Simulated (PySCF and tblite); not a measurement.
The numbers below are computed, except where a source is named.
C₈H₁₀, numbered as in [CH2:1]=[CH:2][C:3]1=[CH:4][CH2:5][CH2:6][CH:7]=[CH:8]1.

Level: PBE0-D3(BJ)/def2-SVP (IEF-PCM, chloroform)//GFN2-xTB, thermal terms from GFN2-xTB, symmetry numbers and mirror pairs counted. Conformers within 3 kcal/mol (GFN2-xTB free energy) were kept, 7 at most. GIAO shieldings: KT3/pcSseg-1 (IEF-PCM, chloroform). Shifts are against TMS (¹H), TMS (¹³C) at the same level; of two unlike H on one atom, a is the less shielded. (PySCF 2.14, tblite 0.8.)

Problem. What shifts does this protocol give at 298.15 K under fast conformational exchange?

Solution. ¹H: 6.44 (H8, 1H), 6.27 (H2, 1H), 6.17 (H7, 1H), 5.96 (H4, 1H), 5.33 (H1a, 1H), 5.08 (H1b, 1H), 2.43 (H5, 2H), 2.33 (H6, 2H) ppm. ¹³C: 133.4 (C2), 130.2 (C3), 127.2 (C4), 125.5 (C7), 118.5 (C8), 105.2 (C1), 28.5 (C5), 28.1 (C6) ppm.

Problem. How do the conformers differ?

Solution. Torsions listed: C1–C2–C3–C4. The 6-ring runs over atoms 3–4–5–6–7–8. Of a mirror pair one member is shown.
| conformer | shape | weight % |
| --- | --- | --- |
| 1 | 6-ring half-chair (ring torsions 32, -45, 33, -2, -16, 0°); 171° | 98.3 |
| 2 | 6-ring half-chair (ring torsions 32, -45, 32, -1, -16, -1°); 18° | 1.7 |

```tsv
signal	1	2	average
H1a	5.33	5.71	5.33
H1b	5.08	5.10	5.08
H2	6.28	6.11	6.27
H4	5.95	6.42	5.96
H5	2.43	2.45	2.43
H6	2.33	2.30	2.33
H7	6.17	6.03	6.17
H8	6.45	5.99	6.44
C1	105.2	106.3	105.2
C2	133.4	132.8	133.4
C3	130.2	129.8	130.2
C4	127.3	118.5	127.2
C5	28.5	28.4	28.5
C6	28.1	27.6	28.1
C7	125.6	124.2	125.5
C8	118.4	124.7	118.5
```

Problem. Which signal moves most, for its nucleus, between 150 and 400 K through the change of populations alone?

Solution. C4: 127.3 ppm at 150 K, 127.3 ppm at 200 K, 127.2 ppm at 250 K, 127.2 ppm at 298.15 K, 126.9 ppm at 400 K.

Shifts are unscaled: against experiment ¹³C can be off by 15 ppm or more and ¹H by 0.8 ppm.
